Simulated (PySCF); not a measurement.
A structure optimised at B3LYP-D3(BJ)/def2-SVP, used in a PySCF frequency run:

```
Si
N 1 1.7215
H 2 1.0158 1 119.35
H 2 1.0161 3 110.78 1 -146.38
H 1 1.4834 2 107.10 3 39.03
H 1 1.4869 5 112.22 2 -120.89
S 1 2.1970 5 108.45 6 -116.97
Si 7 2.1333 1 99.22 5 96.87
H 8 1.4833 7 107.22 1 -176.33
H 8 1.4851 9 111.28 7 122.75
Cl 8 2.0864 9 108.78 10 116.75
```
Charge 0, spin multiplicity 1.

**Question.** Write its SMILES and formula.

**Answer.** N[SiH2]S[SiH2]Cl, ClH6NSSi2

**Question.** What are its rotational constants (standard atomic weights)?

**Answer.** 3.4938, 0.98454, 0.83167 GHz
